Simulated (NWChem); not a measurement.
System: BeSi2H6; SMILES [SiH3][Be][SiH3]

Here is an NWChem input.

```
start job
memory heap 200 mb stack 900 mb global 1100 mb
geometry units angstroms noautoz
  Be     0.001066     0.000002     0.000027
  Si     0.000206     2.190094     0.000050
  H      0.222189     2.761013    -1.363786
  H      1.069853     2.761429     0.874536
  H     -1.292397     2.760121     0.489461
  Si     0.000150    -2.190089     0.000072
  H     -1.004190    -2.760299    -0.949359
  H     -0.320432    -2.760618     1.344322
  H      1.324078    -2.761653    -0.394691
end
basis spherical
  Be library def2-tzvp
  Si library def2-tzvp
  H library def2-tzvp
end
dft
  xc slater pw91lda
  iterations 150
  mulliken
end
task dft energy
```

NWChem printed, in part:

```
             Northwest Computational Chemistry Package (NWChem) 7.3.0
             --------------------------------------------------------

 C3  symmetry detected

                             Geometry "geometry" -> ""
                             -------------------------

 Output coordinates in angstroms (scale by  1.889725989 to convert to a.u.)

  No.       Tag          Charge          X              Y              Z
 ---- ---------------- ---------- -------------- -------------- --------------
    1 Be                   4.0000     0.00000000     0.00000000    -0.00000014
    2 Si                  14.0000    -0.00000000     0.00000000    -2.19009213
    3 H                    1.0000     0.22049577    -1.36414634    -2.76085246
    4 H                    1.0000     1.07113750     0.87302811    -2.76085246
    5 H                    1.0000    -1.29163327     0.49111823    -2.76085246
    6 Si                  14.0000    -0.00000000     0.00000000     2.19009087
    7 H                    1.0000    -1.00527976    -0.94811386     2.76085854
    8 H                    1.0000    -0.31845080     1.34465474     2.76085854
    9 H                    1.0000     1.32373056    -0.39654088     2.76085854

 Effective nuclear repulsion energy (a.u.)      95.3750785203

      Symmetry information
      --------------------

 Group name             C3
 Group number              5
 Group order               3
 No. of unique centers     5

                                 NWChem DFT Module
                                 -----------------

 Summary of "ao basis" -> "ao basis" (spherical)
 ------------------------------------------------------------------------------
       Tag                 Description            Shells   Functions and Types
 ---------------- ------------------------------  ------  ---------------------
 Be                        def2-tzvp                 9       19   5s3p1d
 Si                        def2-tzvp                13       37   5s5p2d1f
 H                         def2-tzvp                 4        6   3s1p

      Symmetry analysis of basis
      --------------------------

        a          51
        e+         39
        e-         39

  Rotation of axis

            General Information
            -------------------
          SCF calculation type: DFT
          Wavefunction type:  closed shell.
          No. of atoms     :     9
          No. of electrons :    38
           Alpha electrons :    19
            Beta electrons :    19
          Charge           :     0
          Spin multiplicity:     1
          Use of symmetry is: on ; symmetry adaption is: on
          Maximum number of iterations: 150
          AO basis - number of functions:   129
                     number of shells:    59
          Convergence on energy requested:  1.00D-06
          Convergence on density requested:  1.00D-05
          Convergence on gradient requested:  5.00D-04

              XC Information
              --------------
                        Slater Exchange Functional  1.000 local
            Perdew 1991 LDA Correlation Functional  1.000 local

             Grid Information
             ----------------
          Grid used for XC integration:  medium
          Radial quadrature: Mura-Knowles
          Angular quadrature: Lebedev.
          Tag              B.-S. Rad. Rad. Pts. Rad. Cut. Ang. Pts.
          ---              ---------- --------- --------- ---------
          Be                  1.05       49          10.0       434
          Si                  1.10       88          13.0       590
          H                   0.35       45          14.0       434
          Grid pruning is: on
          Number of quadrature shells:   315
          Spatial weights used:  Erf1

      Superposition of Atomic Density Guess
      -------------------------------------

 Sum of atomic energies:        -595.24225607

      Non-variational initial energy
      ------------------------------

 Total energy =    -596.013743
 1-e energy   =   -1012.552101
 2-e energy   =     321.163279
 HOMO         =      -0.246953
 LUMO         =      -0.002934

      Symmetry analysis of molecular orbitals - initial
      -------------------------------------------------

  Numbering of irreducible representations:

     1 a           2 e+          3 e-

  Orbital symmetries:

     1 a           2 a           3 a           4 a           5 a
     6 e+          7 e+          8 e+          9 e+         10 a
    11 a          12 a          13 a          14 a          15 e+
    16 e+         17 e+         18 e+         19 a          20 e+
    21 e+         22 a          23 a          24 e+         25 e+
    26 a          27 e+         28 e+         29 a

     ---------------------------------------------
      Total Density - Mulliken Population Analysis
     ---------------------------------------------

    Atom       Charge   Shell Charges
 -----------   ------   -------------------------------------------------------
    1 Be   4     3.69   1.02  0.96  0.61  0.56  0.03  0.50  0.00 -0.02  0.03
    2 Si  14    14.03   2.00  0.59  1.39  0.91  0.51  4.12  1.73  0.53  1.47  0.67  0.06  0.05  0.01
    3 H    1     1.04   0.22  0.54  0.27  0.01
    4 H    1     1.04   0.22  0.54  0.27  0.01
    5 H    1     1.04   0.22  0.54  0.27  0.01
    6 Si  14    14.03   2.00  0.59  1.39  0.91  0.51  4.12  1.73  0.53  1.47  0.67  0.06  0.05  0.01
    7 H    1     1.04   0.22  0.54  0.27  0.01
    8 H    1     1.04   0.22  0.54  0.27  0.01
    9 H    1     1.04   0.22  0.54  0.27  0.01

   convergence    iter        energy       DeltaE   RMS-Dens  Diis-err
 ---------------- ----- ----------------- --------- --------- ---------
 d= 0,ls=0.0,diis     1   -594.6674048007 -6.90D+02  5.70D-03  1.25D+00
 d= 0,ls=0.0,diis     2   -594.6991151620 -3.17D-02  3.63D-03  6.20D-02
 d= 0,ls=0.0,diis     3   -594.6969060241  2.21D-03  1.97D-03  6.68D-02
 d= 0,ls=0.0,diis     4   -594.7134145751 -1.65D-02  1.79D-04  7.04D-04
 d= 0,ls=0.0,diis     5   -594.7134943293 -7.98D-05  6.17D-05  7.35D-05
  Resetting Diis
 d= 0,ls=0.0,diis     6   -594.7135076976 -1.34D-05  5.44D-06  1.51D-06
 d= 0,ls=0.0,diis     7   -594.7135078197 -1.22D-07  3.80D-07  1.50D-09

         Total DFT energy =     -594.713507819735
      One electron energy =    -1015.435382470310
           Coulomb energy =      369.516721619933
    Exchange-Corr. energy =      -44.169925489609
 Nuclear repulsion energy =       95.375078520251

 Numeric. integr. density =       37.999997934976

                  Occupations of the irreducible representations
                  ----------------------------------------------

                     irrep           alpha         beta
                     --------     --------     --------
                     a                11.0         11.0
                     e+                8.0          8.0
                     e-                0.0          0.0

                       DFT Final Molecular Orbital Analysis
                       ------------------------------------

 Vector   17  Occ=2.000000D+00  E=-3.048821D-01  Symmetry=e+
              MO Center= -4.8D-02,  1.4D-02,  6.0D-04, r^2= 8.9D+00
   Bfn.  Coefficient  Atom+Function         Bfn.  Coefficient  Atom+Function
  ----- ------------  ---------------      ----- ------------  ---------------
    35      0.191514  2 Si py                90     -0.191768  6 Si py
   119     -0.178886  8 H  s                 58     -0.175700  3 H  s
    70      0.130350  5 H  s                125      0.120598  9 H  s
   120     -0.118793  8 H  s                 59     -0.116725  3 H  s
   118     -0.109867  8 H  s                 57     -0.107899  3 H  s

 Vector   18  Occ=2.000000D+00  E=-2.860443D-01  Symmetry=a
              MO Center= -1.4D-15, -5.0D-15,  1.9D-05, r^2= 4.4D+00
   Bfn.  Coefficient  Atom+Function         Bfn.  Coefficient  Atom+Function
  ----- ------------  ---------------      ----- ------------  ---------------
     3      0.330927  1 Be s                  4      0.288874  1 Be s
    36      0.198648  2 Si pz                91     -0.198650  6 Si pz
     2     -0.165111  1 Be s                  1     -0.097285  1 Be s
    39      0.090582  2 Si pz                94     -0.090581  6 Si pz
    27     -0.088283  2 Si pz                82      0.088284  6 Si pz

 Vector   19  Occ=2.000000D+00  E=-2.385033D-01  Symmetry=a
              MO Center=  4.0D-17, -1.7D-16, -1.7D-05, r^2= 4.9D+00
   Bfn.  Coefficient  Atom+Function         Bfn.  Coefficient  Atom+Function
  ----- ------------  ---------------      ----- ------------  ---------------
     8      0.411735  1 Be pz                36      0.233664  2 Si pz
    91      0.233660  6 Si pz                39      0.114164  2 Si pz
    94      0.114162  6 Si pz                23      0.110729  2 Si s
    78     -0.110731  6 Si s                 33      0.109287  2 Si pz
    88      0.109287  6 Si pz                27     -0.107399  2 Si pz

 Vector   20  Occ=0.000000D+00  E=-1.045278D-01  Symmetry=e+
              MO Center= -2.0D-04,  4.1D-04,  4.9D-06, r^2= 4.0D+00
   Bfn.  Coefficient  Atom+Function         Bfn.  Coefficient  Atom+Function
  ----- ------------  ---------------      ----- ------------  ---------------
     6      0.375940  1 Be px                 7     -0.328335  1 Be py
    12     -0.287813  1 Be px                13      0.251367  1 Be py
    71     -0.193191  5 H  s                126      0.187183  9 H  s
   120     -0.167751  8 H  s                 59      0.158116  3 H  s
    37     -0.087838  2 Si px                92     -0.087251  6 Si px

 Vector   21  Occ=0.000000D+00  E=-1.045278D-01  Symmetry=e+
              MO Center=  2.0D-04, -4.1D-04,  4.9D-06, r^2= 4.0D+00
   Bfn.  Coefficient  Atom+Function         Bfn.  Coefficient  Atom+Function
  ----- ------------  ---------------      ----- ------------  ---------------
     7      0.375940  1 Be py                 6      0.328335  1 Be px
    13     -0.287813  1 Be py                12     -0.251367  1 Be px
   114     -0.204921  7 H  s                 65      0.202827  4 H  s
    59     -0.131790  3 H  s                120      0.119290  8 H  s
    38     -0.087838  2 Si py                93     -0.087251  6 Si py

 Vector   22  Occ=0.000000D+00  E=-2.455085D-02  Symmetry=a
              MO Center= -2.3D-15,  5.6D-15, -1.0D-05, r^2= 1.0D+01
   Bfn.  Coefficient  Atom+Function         Bfn.  Coefficient  Atom+Function
  ----- ------------  ---------------      ----- ------------  ---------------
     5      1.414547  1 Be s                 24     -0.832503  2 Si s
    79     -0.832477  6 Si s                 23     -0.317974  2 Si s
    78     -0.317977  6 Si s                 59      0.201076  3 H  s
    65      0.201076  4 H  s                 71      0.201076  5 H  s
   114      0.201074  7 H  s                120      0.201074  8 H  s

     ---------------------------------------------
      Total Density - Mulliken Population Analysis
     ---------------------------------------------

    Atom       Charge   Shell Charges
 -----------   ------   -------------------------------------------------------
    1 Be   4     3.89   1.00  0.97  0.58  0.46 -0.01  0.77  0.01  0.06  0.04
    2 Si  14    14.07   2.01  0.56  1.40  0.95  0.47  4.13  1.67  0.66  1.51  0.60  0.07  0.04  0.01
    3 H    1     0.99   0.23  0.51  0.24  0.01
    4 H    1     0.99   0.23  0.51  0.24  0.01
    5 H    1     0.99   0.23  0.51  0.24  0.01
    6 Si  14    14.07   2.01  0.56  1.40  0.95  0.47  4.13  1.67  0.66  1.51  0.60  0.07  0.04  0.01
    7 H    1     0.99   0.23  0.51  0.24  0.01
    8 H    1     0.99   0.23  0.51  0.24  0.01
    9 H    1     0.99   0.23  0.51  0.24  0.01

     -------------------------------------------
      Total Density - Lowdin Population Analysis
     -------------------------------------------

    Atom       Charge   Shell Charges
 -----------   ------   -------------------------------------------------------
    1 Be   4     4.09   1.01  0.95  0.40  0.35  0.14  0.65  0.01  0.39  0.18
    2 Si  14    13.95   2.00  0.83  1.11  0.59  0.37  3.85  1.88  0.75  1.40  0.92  0.07  0.18  0.03
    3 H    1     1.00   0.23  0.45  0.29  0.03
    4 H    1     1.00   0.23  0.45  0.29  0.03
    5 H    1     1.00   0.23  0.45  0.29  0.03
    6 Si  14    13.95   2.00  0.83  1.11  0.59  0.37  3.85  1.88  0.75  1.40  0.92  0.07  0.18  0.03
    7 H    1     1.00   0.23  0.45  0.29  0.03
    8 H    1     1.00   0.23  0.45  0.29  0.03
    9 H    1     1.00   0.23  0.45  0.29  0.03

     Multipole analysis of the density
     ---------------------------------

     L   x y z        total         alpha         beta         nuclear
     -   - - -        -----         -----         ----         -------
     0   0 0 0     -0.000000    -19.000000    -19.000000     38.000000

     1   1 0 0      0.000000      0.000000      0.000000      0.000000
     1   0 1 0     -0.000000     -0.000000     -0.000000     -0.000000
     1   0 0 1     -0.000012     -0.000006     -0.000006      0.000000

     2   2 0 0    -27.478346    -23.967650    -23.967650     20.456954
     2   1 1 0     -0.000000     -0.000000     -0.000000      0.000000
     2   1 0 1     -0.000000     -0.000000     -0.000000     -0.000000
     2   0 2 0    -27.478346    -23.967650    -23.967650     20.456954
     2   0 1 1      0.000000      0.000000      0.000000     -0.000000
     2   0 0 2    -33.424946   -338.172470   -338.172470    642.919993
```

Level: LDA (Slater exchange, PW92)/def2-TZVP. Geometry: optimised at B3LYP/6-31G* (spherical d).
